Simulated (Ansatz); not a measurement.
H3NSi, SMILES `N[SiH]` (excited triplet) (charge 0, multiplicity 3). This triplet is an excited state, 1.81 eV above the relaxed singlet at the level composite: frozen-core CCSD(T) with HF/cc-pVQZ and the correlation energy extrapolated as X^-3 from cc-pVTZ and cc-pVQZ, plus CCSDT(Q) minus CCSD(T) in cc-pVDZ // PBE0-D3(BJ)/def2-TZVP (Ansatz, an electronic-structure program).

Cartesian coordinates (Å):
SMILES: N[SiH]
```xyz
5

N     -0.6318     0.0638    -0.0551
Si     0.9429    -0.2797     0.5412
H     -1.2484    -0.6728    -0.3605
H     -1.1466     0.8711     0.2600
H      2.0838     0.0176    -0.3855
```
Charge 0, spin multiplicity 3.

Frozen-core energies in 6-31g from Ansatz at a geometry from PBE0-D3(BJ)/def2-TZVP; the HF reference has <S^2> = 2.01 and the T1 diagnostic is 0.019.

```tsv
level	energy (Ha)
HF	-344.99742
MP2	-345.14187
CCSD	-345.16101
CCSD(T)	-345.16393
```

Question: Estimate the energies of CCSDT, CCSDT(Q) and CCSDTQ, and give each level's difference from CCSDTQ.

Answer: 
| level | energy (Ha) | difference from CCSDTQ (mHa) |
|---|---|---|
| MP2 | -345.14187 | 22.87 |
| CCSD | -345.16101 | 3.73 |
| CCSD(T) | -345.16393 | 0.80 |
| CCSDT | -345.16434 | 0.40 |
| CCSDT(Q) | -345.16478 | -0.04 |
| CCSDTQ | -345.16474 | 0.00 |
